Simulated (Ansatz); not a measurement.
C2H2F2Ge (`F[C]1=[C](F)[GeH2]1`). Charge 0, multiplicity 1. The geometry is a stationary point of PBE0-D4/def2-TZVP.

```xyz
7

F    -1.190   -1.994    0.082
C    -0.462   -0.897    0.000
C     0.701   -0.526   -0.500
F     1.705   -1.071   -1.159
Ge   -0.163    0.969    0.341
H    -0.865    2.053   -0.491
H     0.274    1.465    1.727
```

(1) What is the dipole moment at r2SCAN/def2-TZVPP? (An estimate is asked.)

(2) And with PBE, B3LYP, ωB97M-V? (Best estimate.)

(3) Give the Mulliken charges with r2SCAN, ωB97M-V, B3LYP in def2-TZVPP. (Estimate.)

Answers

(1) The calculation gave: 1.86 D, with components (-0.29, 1.74, 0.61) D in this frame, pointing from negative to positive charge.

(2) The calculation gave: PBE 1.73 D, B3LYP 2.09 D, ωB97M-V 2.17 D.

(3) Ansatz gave: 
```tsv
atom	r2SCAN	ωB97M-V	B3LYP
F1	-0.17	-0.17	-0.17
C2	0.14	0.13	0.15
C3	0.14	0.13	0.15
F4	-0.17	-0.17	-0.17
Ge5	0.08	0.03	0.03
H6	-0.01	0.03	0.01
H7	-0.01	0.03	0.01
```

B3LYP here is the variant with VWN-RPA as its local correlation; programs differ in this.
